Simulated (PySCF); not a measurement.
Compound: C5H3F5O.
Atom-mapped SMILES: `[F:1][C:2]1=[CH:3][C@:4]([F:5])([C:6]([F:7])([F:8])[F:9])[O:10][CH2:11]1` (hydrogens: H12 on C3; H13, H14 on C11)

Computed geometry: GFN2-xTB, gas phase.

Question: List the bond lengths, angles and torsions at this level.

Answer: 
```
        bond  length (pm)   order
       F1–C2        132.1  single
       C2=C3        132.5  double
       C3–C4        150.1  single
       C4–F5        139.0  single
       C4–C6        154.7  single
C6–F7, C6–F8        133.7  single
       C6–F9        132.6  single
      C4–O10        137.9  single
     O10–C11        142.4  single
      C2–C11        149.8  single
      C3–H12        107.1  single
     C11–H13        109.7  single
     C11–H14        109.4  single
```

Bonds in one row agree within 1 pm and their mean is given. Orders are formal, as drawn. A selection of angles:
```
      angle  degrees
   F1–C2–C3    127.9
  F1–C2–C11    120.5
  C3–C2–C11    111.6
   C2–C3–C4    106.4
  C2–C3–H12    130.4
  C4–C3–H12    123.1
   C3–C4–F5    110.3
   C3–C4–C6    113.5
  C3–C4–O10    107.3
   F5–C4–C6    105.9
  F5–C4–O10    109.8
  C6–C4–O10    110.0
   C4–C6–F7    111.4
   C4–C6–F8    109.6
   C4–C6–F9    113.1
   F7–C6–F8    107.0
 C4–O10–C11    110.3
O10–C11–H13    110.4
O10–C11–H14    108.6
 C2–C11–O10    103.3
 C2–C11–H13    112.0
 C2–C11–H14    112.9
H13–C11–H14    109.4
```

Torsions: F1–C2–C3–C4 178° (antiperiplanar); C2–C3–C4–F5 -112° (anticlinal); C3–C4–C6–F7 58° (synclinal); C3–C4–O10–C11 -11° (synperiplanar); C4–O10–C11–C2 10° (synperiplanar); F1–C2–C11–O10 175° (antiperiplanar).

The 4 C–C bonds span 1.325 Å (C2=C3, drawn double) to 1.547 Å (C4–C6, drawn single), a spread of 0.222 Å. The C–O distances run from 1.379 Å (C4–O10, drawn single) to 1.424 Å (O10–C11, drawn single), a spread of 0.045 Å. The 5-membered ring C2–C3–C4–O10–C11 has internal angles of 103.3° to 111.6° (sum 539°, against 540° for a flat polygon); it is slightly puckered (a soft mode that the optimisation may not have finished), 0.04 Å rms from its mean plane, widest ring torsion 11°. The 5 C–F bonds span 1.321 Å (F1–C2, drawn single) to 1.390 Å (C4–F5, drawn single), a spread of 0.069 Å. O10 (cyclic ether oxygen) is bent (angle 110.3°).

Point group: C1 (no symmetry element, even within 0.4 Å). GFN2-xTB frequencies: not computed here.
